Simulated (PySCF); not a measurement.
CH₂NO, multiplicity 2. Atoms are numbered in the order given.

```xyz
5

N     -0.1132     1.1097     0.0000
C      0.4584    -0.0485     0.0000
O     -0.2964    -1.0556     0.0000
H     -1.1329     1.1148     0.0000
H      1.5458    -0.1471     0.0000
```
Charge 0, spin multiplicity 2.

Coordinates come from a PBE0-D3(BJ)/def2-TZVP optimisation. The geometry has at least one imaginary mode, so it is a saddle point at that level. The isomer is the one that the SMILES or the coordinates give; other isomers of the formula were not compared. The values are those of a single conformer.

These are ωB97X/def2-TZVPD (PySCF) values and carry that method's errors.

Gas-phase values at a fixed geometry.

```json
{
  "total_energy": "-169.22172 hartree",
  "point_group": "Cs",
  "α spin, highest occupied and lowest empty level": "-10.95 and 1.88 eV",
  "β spin, highest occupied and lowest empty level": "-10.48 and -2.52 eV",
  "dipole_moment": "0.72 D",
  "quadrupole, principal values (traceless, Buckingham form, about the centre of nuclear charge)": "-7.96, 1.41, 6.55 D·Å",
  "mean_static_polarisability": "32.9 bohr³ (4.88 Å³)",
  "polarisability_principal_values": "25.6, 34.1, 39.2 bohr³",
  "⟨S²⟩": "0.792 (pure state 0.75)"
}
```
